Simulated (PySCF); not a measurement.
Levels of Tm³⁸⁺ from EOM-EA-GCCSD

Reference: closed-shell Tm³⁹⁺, [Ar] 3d10 4s2; one electron is added. Calculated with PySCF 2.14, two-component X2C-1e with screened spin-orbit coupling, an even-tempered Gaussian basis (19 s from 1.9 bohr⁻², ratio 2.6; 15 p from 2.5 bohr⁻², ratio 2.6; 10 d from 2.5 bohr⁻², ratio 2.6; 6 f from 2.6 bohr⁻², ratio 2.8); frozen [Ar]; the 94 highest virtual spinors dropped; of the others 68 kept and the rest restored at second order. No Breit or QED terms. Binding energies in eV.

```csv
level,Koopmans
4p1/2,1760.4
4p3/2,1692.1
```

**Question.** How does correlation move these levels?

**Answer.** 4p1/2: second order 1762.0, EOM-CCSD 1761.8; 4p3/2: second order 1694.0, EOM-CCSD 1693.9.

For comparison, the ionisation energy of Tm³⁸⁺ is 1761 ± 4 eV (theoretical estimate listed by NIST; NIST Atomic Spectra Database, ionization energies).
